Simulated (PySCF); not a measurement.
# How methods differ on the ionisation energy of Zn⁺

Zn⁺ [Ar] 3d10 4s1 (2S) → Zn²⁺ [Ar] 3d10 (1S), as a difference of total energies. Calculation: PySCF 2.14, in aug-cc-pVTZ-PP with one added diffuse shell each of s, p, d, f, g type with ECP10MDF (7s7p6d4f3g, 113 functions); scalar relativity through the core potential. Correlated levels: valence: 3s2 3p6 frozen. The calculations carry no spin-orbit coupling.

```json
{"method": "UHF", "ionisation energy (eV)": "16.851", "error (eV)": "-1.113"}
{"method": "LDA", "ionisation energy (eV)": "19.021", "error (eV)": "+1.057"}
{"method": "PBE", "ionisation energy (eV)": "18.672", "error (eV)": "+0.708"}
{"method": "PBE0", "ionisation energy (eV)": "18.289", "error (eV)": "+0.325"}
{"method": "r2SCAN", "ionisation energy (eV)": "18.556", "error (eV)": "+0.592"}
{"method": "M06", "ionisation energy (eV)": "18.248", "error (eV)": "+0.284"}
{"method": "wB97X-V", "ionisation energy (eV)": "18.012", "error (eV)": "+0.048"}
{"method": "LC-wPBE", "ionisation energy (eV)": "18.208", "error (eV)": "+0.244"}
{"method": "MP2 (valence)", "ionisation energy (eV)": "17.900", "error (eV)": "-0.064"}
{"method": "SCS-MP2 (valence)", "ionisation energy (eV)": "17.735", "error (eV)": "-0.229"}
```

Reference: 17.964 eV (measured; NIST Atomic Spectra Database, ionization energies).

Errors of the correlated levels include the incompleteness of this basis and the frozen core.
